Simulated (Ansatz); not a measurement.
Question: Name a neutral molecule of Ge, O, Si and H with size of the dipole moment (B3LYP/def2-TZVPP) between 0.95 and 1.25 D and HOMO energy (B3LYP/def2-TZVPP) between -8.65 and -8.35 eV (Ansatz, PBE0-D4/def2-TZVP geometry).

Answer: `[OH][GeH]([OH])[O][SiH3]` (0.97 D, -8.54 eV); `[OH][GeH2][O][SiH3]` (1.22 D, -8.40 eV). Other molecules can fit too; these were computed, each in one conformer that needn't be the lowest.

B3LYP here is the variant with VWN-RPA as its local correlation; programs differ in this.
